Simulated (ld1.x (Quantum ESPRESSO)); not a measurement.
# An all-electron radial function and its pseudo partner (Hg)

Columns: radius, all-electron u(r) and pseudo u(r) of the 5d shell (level -28.78 eV) of mercury in the configuration [Xe] 4f14 5d10 6s0 6p0; PBE, scalar-relativistic, ultrasoft scheme, ld1.x (Quantum ESPRESSO) 7.5.

```tsv
r (bohr)	all-electron	pseudo
0.130	0.2626	0.0016
0.260	-0.3166	0.0125
0.390	-0.4123	0.0402
0.520	-0.0844	0.0891
0.650	0.3094	0.1594
0.780	0.6159	0.2474
0.910	0.8071	0.3455
1.040	0.9001	0.4442
1.170	0.9229	0.5332
1.300	0.9004	0.6033
1.430	0.8512	0.6480
1.560	0.7878	0.6645
1.690	0.7183	0.6536
1.820	0.6479	0.6202
1.950	0.5796	0.5710
2.080	0.5152	0.5138
2.210	0.4556	0.4556
2.340	0.4012	0.4012
2.470	0.3521	0.3521
2.600	0.3081	0.3081
2.730	0.2690	0.2690
2.860	0.2344	0.2344
2.990	0.2038	0.2038
3.120	0.1769	0.1769
3.250	0.1533	0.1533
3.380	0.1326	0.1326
```

Q: How many radial nodes do the two functions have?

A: The all-electron 5d function has n − l − 1 = 2; the pseudo-wave has 0, since the states of the same l below it are removed with the core.

Q: At about which radius was the pseudo-wave matched?

A: 2.40 bohr. The columns agree to 0.0005 from 2.21 bohr on; several derivatives are matched, so the curves merge somewhat inside the radius.

Q: Where does each function peak?

A: Outermost all-electron maximum near 1.17 bohr, pseudo maximum near 1.56 bohr (to the table’s step).

Q: Is the pseudo-wave norm-conserving?

A: No, it belongs to an ultrasoft set: the norm inside the radius is not constrained, and the difference is carried by the augmentation charge.
